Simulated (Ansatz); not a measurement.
Start from `C[CH2][GaH][Cl]` and change one atom or group to get `[CH3][GaH][Cl]`.

Ansatz, PBE0-D4/def2-TZVP geometries, multiplicity 1. Each molecule was computed in one conformer, which needn't be the lowest.

Scalar relativity is left out up to krypton.

```
                                          property  `C[CH2][GaH][Cl]`
                HOMO energy (PBE0/def2-TZVPP) / eV              -7.81
             LUMO energy (ωB97M-V/def2-TZVPP) / eV               0.33
size of the dipole moment (ωB97M-V/def2-TZVPP) / D               2.62
                LUMO energy (PBE0/def2-TZVPP) / eV              -1.36
             HOMO–LUMO gap (B3LYP/def2-TZVPP) / eV               5.97
              HOMO–LUMO gap (PBE0/def2-TZVPP) / eV               6.46
```

(1) What does the change do to each property? (Estimate.)

## Answers

(1) Ansatz gave: 
| property | `[CH3][GaH][Cl]` | shift |
| --- | --- | --- |
| HOMO energy (PBE0/def2-TZVPP) / eV | -8.12 | -0.31 |
| LUMO energy (ωB97M-V/def2-TZVPP) / eV | 0.36 | 0.03 |
| size of the dipole moment (ωB97M-V/def2-TZVPP) / D | 2.53 | -0.09 |
| LUMO energy (PBE0/def2-TZVPP) / eV | -1.34 | 0.02 |
| HOMO–LUMO gap (B3LYP/def2-TZVPP) / eV | 6.26 | 0.29 |
| HOMO–LUMO gap (PBE0/def2-TZVPP) / eV | 6.78 | 0.32 |

Dipoles are sizes alone; their direction can turn.

B3LYP here is the variant with VWN-RPA as its local correlation; programs differ in this.
